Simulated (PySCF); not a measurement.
Species: fac-MoCl3(H2O)3 (quartet state).
SMILES: `[OH2]->[Mo](<-[OH2])(<-[OH2])([Cl])([Cl])[Cl]`

Theory: PySCF, PBE0-D3(BJ)/def2-SVP geometry optimisation, gas phase, def2 core potentials past Kr.

Masses are those of the commonest isotopes; rigid-rotor values at the optimised geometry. 

(1) Give the principal moments of inertia and the rotational constants in GHz.

(2) What kind of rotor is it?

(3) Is it planar, by Δ = Ic − Ia − Ib?

(4) Where do the R-branch lines fall?

(5) Estimate the classical rotational partition function at 25 K, 100 K and 200 K.

Answers

(1) Ia = 517.50, Ib = 517.68, Ic = 703.34 u·Å²; 505379 MHz·u·Å²/I gives 976.6, 976.2 and 718.5 MHz, that is A = 0.9766, B = 0.9762, C = 0.7185 GHz.

(2) An oblate symmetric top, as the point group C3v requires two equal moments: κ = (2 × 976.2 − 976.6 − 718.5)/(976.6 − 718.5) = 1.00.

(3) Not planar: Δ = Ic − Ia − Ib = -331.84 u·Å². For a rigid frame Δ = −2 Σ m c², so Σ m c² = 165.92 u·Å² lies off the ab plane: 5.39 from hydrogen and 160.54 from heavier atoms. The atom farthest from that plane is 1.34 Å away.

(4) The dipole of 4.49 D lies along the symmetry axis, so ΔK = 0 and J+1 ← J falls at 2B(J+1) for every K: 1.95 GHz, 3.91 GHz, 5.86 GHz, 7.81 GHz, 9.76 GHz for J = 0 to 4.

(5) Point group C3v, symmetry number σ = 3; q = (√π/σ)·√((kT/h)³/(ABC)), k/h = 20836.6 MHz/K: 8490 at 25 K, 67900 at 100 K, 192000 at 200 K.

For this open shell read J as N, the rotation without spin; fine and hyperfine splittings come on top. No PBE0-D3(BJ)/def2-SVP frequencies stand behind this structure, so it isn't proved a minimum. ⟨S²⟩ = 3.764 (exact for a quartet: 3.75). These are rigid-rotor constants of the computed structure; measured ground-state constants (B0) also hold zero-point vibration.

On an Arm Neoverse V2 with one thread, no GPU, on a shared host, this took 4.3 min of wall time. This is the geometry optimisation.

Caution for open-shell metal species: one SCF solution and one stationary point were followed, and a lower state or a bent or distorted shape isn't ruled out.
